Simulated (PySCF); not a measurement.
Species: `C=C[SiH2]C/C(C)=C/SC`. The columns A, B, C and D hold Mulliken, IAO, Hirshfeld and ESP-fitted charges (e) of one PBE0/pcSseg-1 density (PySCF), in a shuffled order. Coordinates in Å (GFN2-xTB); the density's dipole moment is (0.27, -1.23, 0.81) D.

```
atom       x       y       z       A       B       C       D
  C1   3.052   0.180   1.690  -0.153  -0.086  -0.376  -0.278
  C2   2.121   0.516   0.811  -0.485  -0.138  -0.259  -0.420
 Si3   2.168   0.110  -1.026  +0.688  +0.338  +0.529  +0.758
  C4   0.603  -0.920  -1.435  -0.404  -0.156  -0.486  -0.530
  C5  -0.647  -0.204  -1.039  -0.388  -0.003  +0.142  +0.008
  C6  -1.167   0.817  -2.000  -0.154  -0.121  -0.437  -0.426
  C7  -1.220  -0.441   0.137  -0.181  -0.088  -0.235  -0.306
  S8  -2.643   0.401   0.757  +0.011  +0.011  -0.108  +0.132
  C9  -3.061  -0.717   2.127  -0.383  -0.118  -0.501  -0.503
 H10   2.981   0.427   2.739  +0.118  +0.047  +0.173  +0.148
 H11   3.937  -0.360   1.395  +0.113  +0.043  +0.171  +0.143
 H12   1.253   1.061   1.167  +0.147  +0.038  +0.156  +0.157
 H13   3.354  -0.688  -1.355  -0.094  -0.080  -0.121  -0.126
 H14   2.168   1.352  -1.810  -0.077  -0.080  -0.130  -0.129
 H15   0.669  -1.875  -0.912  +0.147  +0.043  +0.134  +0.152
 H16   0.581  -1.133  -2.504  +0.143  +0.041  +0.158  +0.148
 H17  -1.240   0.395  -3.001  +0.122  +0.046  +0.145  +0.147
 H18  -0.489   1.670  -2.046  +0.136  +0.044  +0.157  +0.149
 H19  -2.147   1.171  -1.688  +0.136  +0.034  +0.130  +0.151
 H20  -0.823  -1.168   0.828  +0.107  +0.041  +0.201  +0.143
 H21  -3.265  -1.710   1.736  +0.151  +0.045  +0.170  +0.157
 H22  -2.241  -0.744   2.839  +0.148  +0.046  +0.167  +0.154
 H23  -3.950  -0.315   2.601  +0.152  +0.053  +0.221  +0.169
```

Task: Which column most likely holds the ESP-fitted charges?

Result: C. Σ q r misses the density's dipole by 0.01 D (C), 1.15 D (B), 1.71 D (D), 2.37 D (A). Charges fitted to the outside potential are the only set here that is tied to the molecule's multipoles.

Task: And the Hirshfeld charges?

Result: B. The mean sizes are 0.076 e (B), 0.202 e (A), 0.231 e (C), 0.236 e (D), and Hirshfeld charges are commonly the smallest of these schemes.

As computed, A = Mulliken, B = Hirshfeld, C = ESP-fitted, D = IAO. Hydrogens on carbon: Mulliken +0.11 to +0.15, Hirshfeld +0.03 to +0.05, ESP-fitted +0.13 to +0.22, IAO +0.14 to +0.17 e.

The ESP scheme fits charges at the nuclei, held to the total charge, to the electrostatic potential on points at 1.4 to 2.0 times the van der Waals radii. The IAO scheme counts the electrons in orthogonalised intrinsic atomic orbitals, a minimal basis polarised so that it spans the occupied orbitals exactly.

One conformer (not necessarily the lowest) at the GFN2-xTB geometry, without solvent, vibrations or thermal averaging.

Shape of the structure used: `[CH2:1]=[CH:2][SiH2:3][CH2:4]/[C:5]([CH3:6])=[CH:7]/[S:8][CH3:9]`: C1–C2–Si3–C4 121°, C2–Si3–C4–C5 56°, Si3–C4–C5–C6 82°, C5–C7–S8–C9 166°.
